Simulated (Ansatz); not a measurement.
Job for Ansatz (a program for electronic structure): R-PBE0/def2-TZVPPD on CH3I (SMILES CI) with ghost functions, monomers drawn apart or pushed together. Elements past Kr take the def2 small-core potentials; no spin–orbit coupling. Files ending in .json are basis or fitting sets from the Basis Set Exchange.

Ansatz 0.2 input:
```yaml
crystal:
  periodic: [false, false, false]
  atoms:
    - {symbol: C, position_ang: [-1.45064046, 1.10152533, 4.29003933]}
    - {symbol: I, position_ang: [0.27007086, -0.09162847, 4.80193756]}
    - {symbol: H, position_ang: [-2.06865529, 0.50696200, 3.62748798]}
    - {symbol: H, position_ang: [-1.96717204, 1.33861078, 5.21277266]}
    - {symbol: H, position_ang: [-1.08717703, 1.99449762, 3.79526828]}
basis:
  gaussian:
    orbitals: def2-TZVPPD.json
    ghost_atoms:
      - {symbol: Ge, position_ang: [0.17374332, 0.26339924, 0.11221274]}
      - {symbol: H, position_ang: [-1.03606360, -0.49600277, 0.67642651]}
      - {symbol: H, position_ang: [-0.02817797, 0.48166452, -1.39676772]}
      - {symbol: H, position_ang: [1.45347061, -0.54654941, 0.34937130]}
      - {symbol: H, position_ang: [0.28386648, 1.62857195, 0.80713269]}
hamiltonian:
  xc: {name: PBE0}
scf: {lower_state_search: off}
```

The head of its log:

```
Functional definition: PBE0
[...]
these checks for a lower state are left out or cut short: stability, starts, cluster_reference, orbital_swaps, neighbouring_geometries, increment
integrals: 0.21 GiB planned
1386 factors; their error is unknown
mean field: 1.59 GiB planned
mean field evaluation 1: about -9181.9968 eV, gradient 4.3e1 eV
mean field evaluation 2: about -9177.8326 eV, gradient 5.6e1 eV
```

Predict the final total energy.

-337.5958 hartree.
